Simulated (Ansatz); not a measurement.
Consider the formal exchange of groups at the Si–S bond: `Cl[SiH2]S[SiH2]Cl` + `[AlH2][NH][SiH3]` → `[SiH3][NH][AlH][SiH2]Cl` + `S[SiH2]Cl`.

Computed with Ansatz on PBE0-D4/def2-TZVP structures; ΔE is electronic, products minus reactants. CCSD(T)/CBS is the MP2 limit (def2-TZVPP, def2-QZVPP) plus CCSD(T) − MP2 in def2-TZVPP, frozen cores. DFT in def2-TZVPP. Each species was taken in one conformer, which may not be the lowest.

```tsv
level	ΔE (eV)
PBE0-D4	0.58
ωB97M-V	0.71
PBE	0.51
r2SCAN	0.64
HF/def2-TZVPP	0.66
CCSD/def2-TZVPP	0.61
MP2/def2-QZVPP	0.79
MP2/CBS(def2)	0.81
```

Problem. What does CCSD(T)/CBS give? (Estimate.)

Solution. Computed: +0.66 eV. The listed levels differ from it by -0.08, 0.05, -0.15, -0.02, 0.00, -0.05, 0.13, 0.15 eV.

Largest T1 diagnostic among the species: 0.012.

The D4 term adds +0.07 eV with B3LYP and +0.03 eV with PBE0; it sums over pairs of atoms, weighted by their polarisabilities, and B3LYP, whose exchange is more repulsive, gets the larger term. From PBE to PBE0 (25 % exact exchange), in def2-TZVPP and without D4, ΔE moves by +0.04 eV.

B3LYP here is the variant with VWN-RPA as its local correlation; programs differ in this.
